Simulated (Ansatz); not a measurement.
Abstraction of Br: GeH2Br2 + CH2Br → GeH2Br + CH2Br2

Species: GeH2Br2 `[Br][GeH2][Br]`, singlet; CH2Br `[CH2]Br`, doublet; GeH2Br `[GeH2][Br]`, doublet; CH2Br2 (dibromomethane) `BrCBr`, singlet. A radical takes Br: the energy is the difference in strength between the Ge–Br bond broken and the C–Br bond made.

Shapes, held fixed at every level: PBE0-D4/def2-TZVP. Programs: Ansatz 0.2.0. The zero-point and thermal change to 298 K, harmonic and unscaled (PBE0-D4/def2-TZVP), is +5.5 kJ/mol.

Problem. Estimate ΔH(298 K) of this reaction.

Solution. The highest level, CCSD(T)/def2-TZVPP, gives ΔH(298 K) = +73.9 kJ/mol; the levels span +51.2 to +108.0. The column of differences is taken from that level and isn't an error. No measured value is set beside it here. Open shells run unrestricted unless RO is named. Relativity is left out for Br, Ge unless named. Correlated rows may include outer-core shells of Br, Ge, which these sets cover unevenly.

```json
{"level": "HF/def2-SVP", "kind": "Hartree–Fock", "ΔH(298 K) (kJ/mol)": "+108.0", "less CCSD(T)/def2-TZVPP": "+34.1"}
{"level": "SPW92/def2-TZVPP", "kind": "LDA", "ΔH(298 K) (kJ/mol)": "+51.2", "less CCSD(T)/def2-TZVPP": "-22.7"}
{"level": "PBE-D4/def2-TZVPP", "kind": "GGA", "ΔH(298 K) (kJ/mol)": "+60.4", "less CCSD(T)/def2-TZVPP": "-13.5"}
{"level": "B3LYP-D4/def2-TZVPP", "kind": "global hybrid", "ΔH(298 K) (kJ/mol)": "+69.6", "less CCSD(T)/def2-TZVPP": "-4.3"}
{"level": "wB97X-V/def2-TZVPP", "kind": "range-separated hybrid", "ΔH(298 K) (kJ/mol)": "+75.7", "less CCSD(T)/def2-TZVPP": "+1.8"}
{"level": "B2PLYP/def2-TZVPP", "kind": "double hybrid", "ΔH(298 K) (kJ/mol)": "+71.8", "less CCSD(T)/def2-TZVPP": "-2.1"}
{"level": "MP2/def2-TZVPP", "kind": "perturbation theory", "ΔH(298 K) (kJ/mol)": "+67.1", "less CCSD(T)/def2-TZVPP": "-6.8"}
{"level": "CCSD(T)/def2-TZVPP", "kind": "coupled cluster or CI", "ΔH(298 K) (kJ/mol)": "+73.9", "less CCSD(T)/def2-TZVPP": "0.0"}
```
